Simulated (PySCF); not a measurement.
# Ligand-field analysis of Fe(CH3)2

Fe(CH3)2: Fe(II) (d6), charge 0. The structure is a PBE0-D3(BJ)/def2-TZVP geometry optimised for multiplicity 5; coordination linear, point group D3d, metal–donor distances 2.04 Å.

```
9

Fe    0.000    0.000    0.000
C     0.000    0.000    2.036
H    -1.015   -0.008    2.451
H     0.514   -0.875    2.451
H     0.500    0.883    2.451
C     0.000    0.000   -2.036
H     1.015    0.008   -2.451
H    -0.500   -0.883   -2.451
H    -0.514    0.875   -2.451
```

Method (PySCF 2.14, density fitting): CASSCF(6,5) with orbitals averaged over all microstates of the shell, strongly contracted NEVPT2 on the averaged canonical orbitals; basis x2c-TZVPall on the metal, x2c-SVPall elsewhere; spin-free X2C; gas phase; spin-orbit coupling by state interaction with the mean-field operator over all roots.

Spin-free states:

```
2S+1  deg.  symmetry  free-ion term  CASSCF / cm⁻¹  NEVPT2 / cm⁻¹  f(ED)
   5     2       5Eg        5D 1.00              0              0      –
   5     2       5Eg        5D 1.00           3475           3672      0
   5     1      5A1g        5D 1.00           3637           3782      0
   3     1      3A2g        3H 0.71          21299          19324      –
   3     1      3A1g        3H 0.65          21432          19485      –
   3     1      3A2g        3H 0.86          21792          20064      –
   3     2       3Eg        3H 0.86          21207          20110      –
   3     2       3Eg        3H 0.93          21578          20148      –
   3     1      3A2g        3P 0.79          24458          21159      –
   3     2       3Eg        3H 0.86          22836          21828      –
   3     2       3Eg        3P 0.54          24943          21938      –
   3     1      3A2g        3F 0.67          25257          23303      –
   3     1      3A1g        3F 0.66          25250          23341      –
   3     2       3Eg        3H 0.99          24178          23443      –
   3     2       3Eg        3F 0.92          26019          23594      –
   3     1      3A2g        3F 0.83          26874          24098      –
   3     2       3Eg        3F 0.59          26812          24120      –
   3     2       3Eg        3G 0.84          28357          26458      –
   3     1      3A1g        3G 0.92          28726          26565      –
   3     2       3Eg        3G 0.88          28813          26776      –
   3     2       3Eg        3G 0.86          28595          26893      –
   3     1      3A2g        3G 0.76          29348          27296      –
   3     1      3A1g        3G 0.77          29376          27338      –
   1     1      1A1g        1I 0.84          31606          29386      –
   1     2       1Eg        1I 0.86          31640          29679      –
```

Only the lowest 25 spin-free levels are listed. Energies are counted from the ground state at NEVPT2 level. Weights follow the labels. f(ED) is the electric-dipole oscillator strength from the ground state at the fixed geometry, without vibronic coupling; occupations, where given, run over the ligand-field orbitals from the lowest.

Ligand-field fit:

```
          cm⁻¹  CASSCF
             B    1080
   B, free ion    1182
             C    4136
   C, free ion    4364
rms of the fit     429
```

```json
{"orbital": "1", "CASSCF / cm⁻¹": "0", "metal share": "1.00", "main function": "degenerate set"}
{"orbital": "2", "CASSCF / cm⁻¹": "0", "metal share": "1.00", "main function": "degenerate set"}
{"orbital": "3", "CASSCF / cm⁻¹": "3105", "metal share": "0.99", "main function": "degenerate set"}
{"orbital": "4", "CASSCF / cm⁻¹": "3105", "metal share": "0.99", "main function": "degenerate set"}
{"orbital": "5", "CASSCF / cm⁻¹": "5182", "metal share": "0.87", "main function": "z2 1.00"}
```

ζ = 391 cm⁻¹, against 412 for the free ion.

Spin-orbit levels:

```json
{"E / cm⁻¹": "0.0", "deg.": "2", "make-up": "1.00 5Eg"}
{"E / cm⁻¹": "192.4", "deg.": "2", "make-up": "1.00 5Eg"}
{"E / cm⁻¹": "386.7", "deg.": "2", "make-up": "0.99 5Eg"}
{"E / cm⁻¹": "582.9", "deg.": "2", "make-up": "0.99 5Eg"}
{"E / cm⁻¹": "781.0", "deg.": "2", "make-up": "1.00 5Eg"}
{"E / cm⁻¹": "3778.3", "deg.": "1", "make-up": "0.50 5Eg + 0.50 5A1g"}
{"E / cm⁻¹": "3792.7", "deg.": "2", "make-up": "0.54 5Eg + 0.46 5A1g"}
{"E / cm⁻¹": "3833.4", "deg.": "2", "make-up": "0.69 5Eg + 0.30 5A1g"}
{"E / cm⁻¹": "3885.7", "deg.": "2", "make-up": "1.00 5Eg"}
{"E / cm⁻¹": "4186.3", "deg.": "1", "make-up": "1.00 5Eg"}
{"E / cm⁻¹": "4201.4", "deg.": "2", "make-up": "0.94 5Eg + 0.06 5A1g"}
{"E / cm⁻¹": "4336.7", "deg.": "2", "make-up": "0.70 5A1g + 0.30 5Eg"}
{"E / cm⁻¹": "4537.0", "deg.": "2", "make-up": "0.51 5Eg + 0.48 5A1g"}
{"E / cm⁻¹": "4567.7", "deg.": "1", "make-up": "0.50 5A1g + 0.50 5Eg"}
{"E / cm⁻¹": "19413.4", "deg.": "2", "make-up": "0.58 3A2g + 0.40 3A1g"}
{"E / cm⁻¹": "19685.8", "deg.": "1", "make-up": "0.96 3A2g"}
```

Only the lowest levels are listed: 28 of 210 states.

## Magnetism

Degenerate or low-lying orbital states mix with the ground state, so no spin-only Hamiltonian applies. The lowest spin-orbit level is 2-fold; the next lies at 192.4 cm⁻¹. The two lowest states form a pseudo-doublet split by 0.000 cm⁻¹ with g_z = 12.00. μeff is 6.26 μB at 300 K and 6.05 μB at 10 K; the spin-only value is 4.90 μB.

```json
{"T / K": "2", "χT / cm³ K mol⁻¹": "4.516", "μeff / μB": "6.01"}
{"T / K": "5", "χT / cm³ K mol⁻¹": "4.539", "μeff / μB": "6.03"}
{"T / K": "10", "χT / cm³ K mol⁻¹": "4.578", "μeff / μB": "6.05"}
{"T / K": "20", "χT / cm³ K mol⁻¹": "4.654", "μeff / μB": "6.10"}
{"T / K": "30", "χT / cm³ K mol⁻¹": "4.731", "μeff / μB": "6.15"}
{"T / K": "50", "χT / cm³ K mol⁻¹": "4.875", "μeff / μB": "6.24"}
{"T / K": "75", "χT / cm³ K mol⁻¹": "5.007", "μeff / μB": "6.33"}
{"T / K": "100", "χT / cm³ K mol⁻¹": "5.082", "μeff / μB": "6.38"}
{"T / K": "150", "χT / cm³ K mol⁻¹": "5.116", "μeff / μB": "6.40"}
{"T / K": "200", "χT / cm³ K mol⁻¹": "5.069", "μeff / μB": "6.37"}
{"T / K": "250", "χT / cm³ K mol⁻¹": "4.989", "μeff / μB": "6.32"}
{"T / K": "300", "χT / cm³ K mol⁻¹": "4.900", "μeff / μB": "6.26"}
```

Powder magnetisation at 2 K: 1.70 μB at 0.5 T, 2.47 μB at 1 T, 2.88 μB at 2 T, 2.97 μB at 3 T, 3.03 μB at 5 T, 3.06 μB at 7 T.

Gaps between spin states lean to high spin in this active space.

The job took 9.1 s on one thread of Arm Neoverse V1 (shared host), with 106 basis functions, launched as `OMP_NUM_THREADS=1 python lf_run.py task.json out`.
